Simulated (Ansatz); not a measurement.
Ansatz results at the PBE0-D4/def2-TZVP geometry: HOMO–LUMO gap (PBE0/def2-TZVPP) 7.54 eV; HOMO–LUMO gap (ωB97M-V/def2-TZVPP) 11.25 eV; HOMO energy (ωB97M-V/def2-TZVPP) -9.72 eV.

Each molecule was computed in one conformer, which needn't be the lowest.

Question: Which molecule gave them?
A. `O[SiH2][SiH2]Cl`
B. `O[SiH](O)C[SiH](F)F`
C. `N[SiH2]C[SiH](N)Cl`
D. `C[SiH2][SiH](C)Cl`

Answer: D. The others give `O[SiH](O)C[SiH](F)F`: 9.08, 12.92, -10.97; `O[SiH2][SiH2]Cl`: 6.95, 10.79, -10.00; `N[SiH2]C[SiH](N)Cl`: 7.99, 11.83, -9.93.
